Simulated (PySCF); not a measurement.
**Bonding in `COC1=C(C2CC2)C(=O)OC1=O`**

Species: C8H8O4.
Numbering: `[CH3:1][O:2][C:3]1=[C:4]([CH:5]2[CH2:6][CH2:7]2)[C:8](=[O:9])[O:10][C:11]1=[O:12]` (hydrogens: H13, H14, H15 on C1; H16 on C5; H17, H18 on C6; H19, H20 on C7)

Structure used (GFN2-xTB), in Å, numbered top down from 1:
```
atom  x, y, z in Å
C1     3.029   -1.172   -0.439
O2     1.617   -1.085   -0.321
C3     1.058    0.105   -0.096
C4    -0.272    0.339    0.057
C5    -1.364   -0.631    0.017
C6    -2.557   -0.475    0.932
C7    -2.718   -0.241   -0.528
C8    -0.437    1.780    0.284
O9    -1.416    2.434    0.472
O10    0.827    2.364    0.253
C11    1.770    1.408    0.030
O12    2.939    1.649   -0.039
H13    3.235   -2.226   -0.612
H14    3.525   -0.841    0.476
H15    3.397   -0.576   -1.277
H16   -1.015   -1.637   -0.181
H17   -2.574    0.386    1.581
H18   -2.965   -1.373    1.369
H19   -3.241   -0.975   -1.122
H20   -2.845    0.776   -0.860
```

Bond orders from the PBE0/pcSseg-1 density (PySCF). Geometry: GFN2-xTB, one conformer, isolated molecule.

(1) Where do the orders between heavy atoms depart from those drawn in the SMILES?

(2) Give the Mayer order of every bond, beside its length.

Answers

(1) The largest departure is 0.449, at C3–C4 (drawn double, 1.551). Drawn single, order below 0.88: C1–O2 (0.861). Drawn double or triple, more than 0.30 short of the drawn order: C3–C4 (1.551).

(2) 
```
   bond  drawn as  length (Å)  Mayer order
  C1–O2    single       1.419        0.861
  O2–C3    single       1.334        1.095
  C3–C4    double       1.359        1.551
  C4–C5    single       1.461        1.013
  C5–C6    single       1.512        0.925
  C6–C7    single       1.487        0.975
  C4–C8    single       1.468        1.048
  C8–O9    double       1.192        2.004
 C8–O10    single       1.392        0.944
O10–C11    single       1.361        1.018
C11–O12    double       1.196        1.993
 C11–C3    single       1.491        0.976
  C7–C5    single       1.511        0.927
 C1–H13    single       1.089        0.966
 C1–H14    single       1.092        0.958
 C1–H15    single       1.092        0.957
 C5–H16    single       1.083        0.949
 C6–H17    single       1.078        0.949
 C6–H18    single       1.079        0.954
 C7–H19    single       1.079        0.954
 C7–H20    single       1.078        0.948
```

Bonds between the same two heavy elements. C–O: lowest C1–O2 (0.861, 1.419 Å), highest C8–O9 (2.004, 1.192 Å). C–C: lowest C5–C6 and C7–C5 (0.925, 1.512 Å), highest C3–C4 (1.551, 1.359 Å); in 1 of the 21 pairs the longer bond (by over 0.003 Å) has the higher order (by 0.02 or more). Bonds named together lie within 0.004.

Problem. Sum the orders of all bonds at each heavy atom with more than one neighbour and set the sums beside the valence in the SMILES.

Solution. C1 3.742 (drawn 4), O2 1.956 (drawn 2), C3 3.622 (drawn 4), C4 3.612 (drawn 4), C5 3.814 (drawn 4), C6 3.803 (drawn 4), C7 3.804 (drawn 4), C8 3.996 (drawn 4), O10 1.962 (drawn 2), C11 3.987 (drawn 4). Orders between atoms that aren't bonded are not in these sums.

Mayer orders depend on the basis set.
